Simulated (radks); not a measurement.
The numbers below are computed, except where a source is named.
Question: Excited configurations of Al3+: one electron is placed in a higher orbital outside [He] 2s2 2p5. The ground configuration is [Ne]. Code: a radial shooting solver on a logarithmic mesh with Libxc functionals. Model: scalar-relativistic Kohn-Sham, r2SCAN, spin-polarised, spherical densities, finite nucleus; open shells are filled with parallel spins first; meta-GGA in the generalised Kohn-Sham scheme; Fermi nuclear charge, rms radius 3.061 fm. Excitation = E - E(ground); binding = E(ion) - E, where the ion is the core of charge +4; n* = 4/sqrt(2 binding) in atomic units, and the quantum defect is n - n*.

outer orbital  excitation (eV)  binding (eV)     n*  quantum defect  eigenvalue (eV)  <r> (bohr)
3p                      86.448        35.173  2.488           0.512          -31.177       2.113
3d                      96.774        24.846  2.960           0.040          -21.095       2.448
4p                      103.66        17.960  3.481           0.519          -16.128       4.343
5s                      109.40        12.222  4.220           0.780          -11.062       6.737
5f                      112.91         8.715  4.998           0.002           -7.660       7.894
6f                      115.51         6.106  5.971           0.029           -5.433       11.99
7s                      115.95         5.673  6.195           0.805           -5.151       14.52
7d                      116.94         4.677  6.823           0.177           -4.216       16.91
7f                      117.11         4.512  6.946           0.054           -4.044       16.82

Estimate the row for 6p.

Answer: excitation (eV) 114.30; binding (eV) 7.323; n* 5.452; quantum defect 0.548; eigenvalue (eV) -6.622; <r> (bohr) 11.04. The Delta-SCF ionisation energy is 121.62 eV (NIST Atomic Spectra Database: 119.99 eV, measured). Self-interaction in the functional shifts the binding energies and quantum defects, so they are the method's values and not measured ones. Open shells are spherical and high-spin; term and fine-structure splittings are not resolved.
